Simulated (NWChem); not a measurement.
System meant: SrH₂SO; SMILES [OH][Sr][SH]

Input file for NWChem:

```
start job
memory heap 200 mb stack 900 mb global 1100 mb
geometry units angstroms noautoz
  Sr     0.435268    -0.259765    -0.965639
  O      0.780776    -2.130124     0.000127
  H      0.891033    -2.902032     0.556738
  S     -0.438501     2.278786    -0.298647
  H     -0.638600     2.040216     1.017151
end
basis spherical
  * library def2-svp
end
ecp
  Sr library def2-ecp
end
dft
  xc b3lyp
  iterations 4
  mulliken
end
task dft energy
```

End of the output:

```
    Atom       Charge   Shell Charges
 -----------   ------   -------------------------------------------------------
    1 Sr  10     9.91   0.81  1.05  0.33  0.12  5.37  0.80  0.27  0.74  0.42
    2 O    8     8.10   1.97  0.90  0.63  2.54  2.04  0.01
    3 H    1     0.93   0.57  0.18  0.18
    4 S   16    16.03   2.00  1.95  0.97  0.68  5.81  1.86  2.72  0.04
    5 H    1     1.03   0.62  0.32  0.08

 center of mass
 --------------
 x =  -0.09313710 y =   0.06203868 z =   0.00000000

 moments of inertia (a.u.)
 ------------------
         996.880436103146          -0.000000000000           0.000000000000
          -0.000000000000          85.399446614136           0.000000000000
           0.000000000000           0.000000000000        1082.279882717282

     Multipole analysis of the density
     ---------------------------------

     L   x y z        total         alpha         beta         nuclear
     -   - - -        -----         -----         ----         -------
     0   0 0 0     -0.000000    -18.000000    -18.000000     36.000000

     1   1 0 0     -0.872527     -9.072083     -9.072083     17.271638
     1   0 1 0      1.961155     12.847118     12.847118    -23.733082
     1   0 0 1     -0.000000     -0.000000     -0.000000      0.000000

     2   2 0 0    -26.701876    -32.346211    -32.346211     37.990547
     2   1 1 0     -0.537013     -9.596206     -9.596206     18.655399
     2   1 0 1     -0.000000     -0.000000     -0.000000      0.000000
     2   0 2 0    -37.826132   -268.486766   -268.486766    499.147400
     2   0 1 1      0.000000      0.000000      0.000000      0.000000
     2   0 0 2    -30.997763    -15.498882    -15.498882      0.000000

 ------------------------------------------------------------------------
 dft energy failed                                                                                  0
 ------------------------------------------------------------------------
 ------------------------------------------------------------------------
  current input line :
    21: task dft energy
 ------------------------------------------------------------------------
 ------------------------------------------------------------------------
 This type of error is most commonly associated with calculations not reaching convergence criteria
 ------------------------------------------------------------------------
 For more information see the NWChem manual at https://nwchemgit.github.io

0:dft energy failed:Received an Error in Communication
```

Q: What is wrong, and how is it mended?

A: Convergence was not reached. Cause: the SCF was allowed too few iterations. This input runs:
```
start job
memory heap 200 mb stack 900 mb global 1100 mb
geometry units angstroms noautoz
  Sr     0.435268    -0.259765    -0.965639
  O      0.780776    -2.130124     0.000127
  H      0.891033    -2.902032     0.556738
  S     -0.438501     2.278786    -0.298647
  H     -0.638600     2.040216     1.017151
end
basis spherical
  * library def2-svp
end
ecp
  Sr library def2-ecp
end
dft
  xc b3lyp
  iterations 150
  mulliken
end
task dft energy
```
It converges to -505.26441 Ha (B3LYP/def2-SVP with def2 effective core potentials on Sr).
